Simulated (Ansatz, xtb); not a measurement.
## C5H6F3P: which of two isomers lies lower

Structure a: `C/C=C/P=C/C(F)(F)F`, a singlet. Structure b: `FC(F)(F)P1CC=CC1`, a singlet. Both are isolated molecules in the gas phase, relaxed with PBE0-D3(BJ)/def2-SVP, each in the lowest conformer that the search found.

Quicker runs give these differences E(b) − E(a): GFN2-xTB −0.971 eV; HF/STO-3G −2.311 eV (at GFN2-xTB geometries); r2SCAN-D4/def2-SVP −0.659 eV (at GFN2-xTB geometries).

**Question.** Estimate E(b) − E(a) at the level CCSD(T)/def2-SVP + ΔMP2/def2-TZVPP.

**Answer.** Calculated at CCSD(T)/def2-SVP + ΔMP2/def2-TZVPP: E(b) − E(a) = −0.612 eV, so structure b lies lower.

How the difference moves with the method:

| level | geometry | E(b) − E(a) (eV) | departure from the last row (eV) | job, with rough time for the two |
| --- | --- | --- | --- | --- |
| GFN2-xTB | GFN2-xTB | −0.971 | −0.359 | optimisation, 0.23 s |
| HF/STO-3G | GFN2-xTB | −2.311 | −1.700 | single point, 0.42 s |
| r2SCAN-D4/def2-SVP | GFN2-xTB | −0.659 | −0.047 | single point, 4.1 s |
| PBE0-D3(BJ)/def2-SVP | PBE0-D3(BJ)/def2-SVP | −0.773 | −0.161 | optimisation, 38 s |
| HF/def2-SVP | PBE0-D3(BJ)/def2-SVP | −0.490 | +0.122 | part of the CCSD(T) run |
| MP2/def2-SVP | PBE0-D3(BJ)/def2-SVP | −0.585 | +0.027 | part of the CCSD(T) run |
| CCSD(T)/def2-SVP | PBE0-D3(BJ)/def2-SVP | −0.511 | +0.100 | single point |
| CCSD(T)/def2-SVP + ΔMP2/def2-TZVPP | PBE0-D3(BJ)/def2-SVP | −0.612 |  | single point, 2.5 min |

As drawn, b has 2 C–P in place of 1 C=P. Structure a has no ring, b a 5-membered ring.

None of the levels shown reverses the order. The largest departure from CCSD(T)/def2-SVP + ΔMP2/def2-TZVPP is that of HF/STO-3G, 1.700 eV. The last row adds to CCSD(T) the change of the MP2 difference between the two basis sets, here −0.100 eV.

With thermal terms from frequencies at re-optimised GFN2-xTB minima (ideal gas, soft modes damped towards free rotors, one conformer each, 298.15 K, 1 atm): the zero-point term adds +0.047 eV; ΔH is −0.605 and ΔG −0.494 eV.

The correlated steps freeze 13 core orbitals. Programs: Ansatz 0.2.0, xtb 6.7.1; the last row on 4 threads of Arm Neoverse V2 on a shared host.
